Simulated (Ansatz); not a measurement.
One change: `CBC(F)S` becomes `CBC(O)F`.

Ansatz, PBE0-D4/def2-TZVP geometries, multiplicity 1. Each molecule was computed in one conformer, which needn't be the lowest.

| property | `CBC(F)S` |
| --- | --- |
| LUMO energy (PBE0/def2-TZVPP) / eV | -0.39 |
| HOMO energy (B3LYP/def2-TZVPP) / eV | -7.72 |
| size of the dipole moment (PBE/def2-TZVPP) / D | 1.81 |
| HOMO energy (PBE/def2-TZVPP) / eV | -6.67 |
| LUMO energy (PBE/def2-TZVPP) / eV | -1.37 |
| HOMO energy (ωB97M-V/def2-TZVPP) / eV | -10.12 |

Task: What does the change do to each property? (Estimate.)

Result: The calculation gave: 
```csv
property,`CBC(O)F`,shift
LUMO energy (PBE0/def2-TZVPP) / eV,-1.30,-0.91
HOMO energy (B3LYP/def2-TZVPP) / eV,-8.31,-0.59
size of the dipole moment (PBE/def2-TZVPP) / D,2.05,0.24
HOMO energy (PBE/def2-TZVPP) / eV,-6.92,-0.25
LUMO energy (PBE/def2-TZVPP) / eV,-2.33,-0.96
HOMO energy (ωB97M-V/def2-TZVPP) / eV,-10.87,-0.75
```

With PBE0 the HOMO falls by 0.55 eV and the LUMO falls by 0.91 eV, so the gap narrows by about 0.36 eV. PBE moves the HOMO by -0.25 eV and ωB97M-V by -0.75 eV. Dipoles are sizes alone; their direction can turn.

B3LYP here is the variant with VWN-RPA as its local correlation; programs differ in this.
